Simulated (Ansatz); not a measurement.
Job for Ansatz (a quantum-chemistry and plane-wave program): R-B3LYP-D3(BJ)/def2-SVP on CrH2O4 (SMILES [O]=[Cr](=[O])([OH])[OH]).

Ansatz 0.2 input:
```yaml
crystal:
  periodic: [false, false, false]
  atoms:
    - {symbol: Cr, position_ang: [0.38920000, -0.02250000, 0.17020000]}
    - {symbol: O, position_ang: [1.28980000, 0.87810000, 1.07090000]}
    - {symbol: O, position_ang: [1.28980000, -0.92320000, -0.73040000]}
    - {symbol: O, position_ang: [-0.62700000, 0.99360000, -0.84590000]}
    - {symbol: O, position_ang: [-0.62700000, -1.03870000, 1.18640000]}
    - {symbol: H, position_ang: [-0.18270000, 1.10500000, -1.69830000]}
    - {symbol: H, position_ang: [-1.53210000, -0.99230000, 0.84720000]}
basis:
  gaussian:
    orbitals: def2-SVP
hamiltonian:
  xc: b3lyp
  dispersion: d3bj
relax: {f_tol: 0.004, max_steps: 120}
scf: {lower_state_search: off}
```

**Question.** Predict the final total energy.

**Answer.** -1346.2746 hartree.

**Question.** How many basis functions does it have, and what does it roughly cost on one machine?

**Answer.** 97 functions; around 50 core-seconds (rough).
